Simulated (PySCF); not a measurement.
What builds the first ionisation energy along group 6

All values are computed (PySCF 2.14, energy differences of UHF-based or UKS calculations, no spin-orbit coupling). Each column adds one step, in eV (sums use unrounded values): valence MP2, valence CCSD, valence triples, then the next inner shell at CCSD(T) (Cr 3s 3p, Mo 4s 4p, W 5s 5p). References (NIST) marked * lie between the lowest fine-structure levels; the others compare directly ((s) semi-empirical, (t) theoretical).

```tsv
element	UHF	+ MP2	+ CCSD	+ (T)	+ inner shell	sum	reference
Cr [Ar] 3d5 4s1 → [Ar] 3d5 (def2-QZVPPD, non-relativistic)	5.906	0.483	0.025	0.037	0.183	6.634	6.767
Mo [Kr] 4d5 5s1 → [Kr] 4d5 (def2-QZVPPD with the def2 core potential (28 electrons), ECP)	6.280	0.561	0.029	0.037	0.204	7.112	7.092
W [Xe] 4f14 5d4 6s2 → [Xe] 4f14 5d4 6s1 (def2-QZVPPD with the def2 core potential (60 electrons), ECP)	5.873	1.333	0.137	0.145	0.129	7.617	7.825
```

What remains against the references is mostly basis incompleteness.

These are valence bases, so the inner-shell step is incomplete.
